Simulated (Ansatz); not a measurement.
Cartesian coordinates (Å):
```xyz
8

C     -1.0362     1.2345     0.1262
C     -1.1733    -0.1042     0.0109
C      0.1243    -0.7115    -0.0646
C      1.1479     0.1879    -0.0031
S      0.5623     1.8146     0.1498
H     -2.1080    -0.6431    -0.0204
H      0.2745    -1.7777    -0.1609
H      2.2086    -0.0005    -0.0378
```
Charge 0, spin multiplicity 2.

Computed with frozen-core CCSD(T)/cc-pVTZ // B3LYP-D3(BJ)/def2-TZVP (Ansatz, a first-principles code).

HF energy: -550.72737 Ha
MP2 correlation energy: -0.74488 Ha

Task: Estimate the CCSD correlation energy, the (T) correction, the total energy and the T1 diagnostic.

Result: 
| Quantity | Value |
|---|---|
| CCSD correlation energy | -0.79181 Ha |
| (T) correction | -0.04503 Ha |
| CCSD(T) total energy | -551.56420 Ha |
| T1 diagnostic | 0.042 |
